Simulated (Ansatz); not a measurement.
A geometry optimisation of C2H9NSi2 with PBE-D3(BJ)/def2-SVP

The starting geometry of this gas-phase singlet was optimised with GFN2-xTB; its bonds are those of `CC1[SiH2]N[SiH2]1`.

| atom | x (Å) | y (Å) | z (Å) |
| --- | --- | --- | --- |
| C | -1.2861 | 1.7242 | 1.6175 |
| C | -0.1531 | 0.7087 | 1.6452 |
| N | 0.8479 | -0.6852 | -0.1199 |
| Si | -0.5111 | -1.0307 | 0.9137 |
| Si | 1.2633 | 0.9347 | 0.3679 |
| H | -1.6982 | 1.8174 | 0.6146 |
| H | -2.0936 | 1.4264 | 2.2869 |
| H | -0.9359 | 2.7082 | 1.9304 |
| H | 0.2244 | 0.6521 | 2.6684 |
| H | -0.2924 | -2.1854 | 1.7872 |
| H | -1.7748 | -1.1684 | 0.1862 |
| H | 1.2616 | -1.2575 | -0.8358 |
| H | 1.0272 | 1.9348 | -0.6758 |
| H | 2.6268 | 1.0477 | 0.8896 |

Where would you expect an optimisation with PBE-D3(BJ)/def2-SVP to take it?

It keeps its bonds, and is `CC1[SiH2]N[SiH2]1`.

The energy falls by 0.26 eV over 7 steps:

```tsv
step	E − E(last) (eV)
1	0.264
2	0.019
3	0.002
4	0.000
5	0.000
6	0.000
7	0.000
```

Final geometry (Å):

```xyz
14

C    -1.3062    1.7447    1.6264
C    -0.1643    0.7199    1.6490
N     0.8922   -0.7463   -0.1955
Si   -0.4669   -1.0170    0.8927
Si    1.2509    0.8854    0.3644
H    -1.7397    1.8541    0.6106
H    -2.1363    1.4541    2.3041
H    -0.9641    2.7523    1.9435
H     0.2600    0.6209    2.6718
H    -0.3022   -2.1925    1.8271
H    -1.8130   -1.1652    0.2216
H     1.3242   -1.3345   -0.9087
H     1.0283    1.9815   -0.6523
H     2.6431    1.0693    0.9213
```

The end wasn't checked by frequencies. Run with Ansatz 0.2.0, 16 s on 2 threads of Intel(R) Xeon(R) Processor @ 2.70GHz, with other jobs on the host.
